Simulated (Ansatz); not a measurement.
System: MoBr₅ (charge +1, singlet). The spin state was set by rule; other spins were not relaxed. 
Geometry from a B3LYP-D3(BJ)/def2-TZVP (Ansatz, a program for electronic structure) optimisation:
```
Mo
Br 1 2.3700
Br 1 2.3700 2 120.00
Br 1 2.3700 2 120.00 3 180.00
Br 1 2.4232 2 90.00 3 -90.00
Br 1 2.4232 2 90.00 5 180.00
```
Charge +1, spin multiplicity 1.

Basis-set convergence of Hartree-Fock and CCSD correlation energies (hartree) with Ansatz. Valence correlation only, unless marked. Spin-orbit coupling is left out. The frozen core is the preceding noble-gas configuration, with the filled d and f shells of earlier blocks. In def2 rows, elements after Kr have scalar-relativistic effective core potentials.

The T1 diagnostic of CCSD in the largest basis is 0.035, which is high, so the coupled-cluster rows are less sure than usual.

```json
[
 {"basis": "def2-SVP", "functions": "191", "E(HF)": "-12927.76657", "E(corr, CCSD)": "-0.89275"},
 {"basis": "def2-TZVPP", "functions": "296", "E(HF)": "-12929.38928", "E(corr, CCSD)": "-1.13481"},
 {"basis": "def2-QZVPP", "functions": "526", "E(HF)": "-12929.64375", "E(corr, CCSD)": "-1.22301"}
]
```

Extrapolating the two largest sets (X = 3 and 4) as X^-3: E(corr) = (64·(-1.22301) - 27·(-1.13481))/37 = -1.2874 Eh, an estimate of the basis-set limit. The largest set recovers 95.0 % of it, the smallest 69.3 %.
